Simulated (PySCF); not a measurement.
Molecule: sum formula Si2H3Cl3 (charge 0, singlet). 
Structure (B3LYP-D3(BJ)/def2-TZVP (Ansatz) minimum search):
```xyz
8

Si    -2.2044     0.1564    -0.5742
Si     0.0475    -0.0034     0.0124
Cl     0.9774    -1.4810    -1.0731
Cl     0.2477    -0.4492     2.0093
Cl     1.0201     1.7710    -0.3513
H     -2.8575    -1.1389    -0.2842
H     -2.8218     1.2369     0.2256
H     -2.2920     0.4675    -2.0178
```

Dispersion corrections to the total energy (kcal/mol) from the dftd3 and dftd4 libraries through PySCF: D3(BJ) without and D4 with the three-body term, each with the damping fitted for the functional named.

```csv
functional,D3(BJ),D4
B2GP-PLYP,-7.60,-3.24
BP86,[?],-10.61
TPSS,-9.31,-9.89
PW6B95,-4.94,-5.70
TPSSh,[?],-8.97
CAM-B3LYP,-6.87,-6.68
BHLYP,-11.63,[?]
```

Question: Complete the blanks.

Answer: 
- BP86, D3(BJ): -13.55
- TPSSh, D3(BJ): -8.83
- BHLYP, D4: -10.70
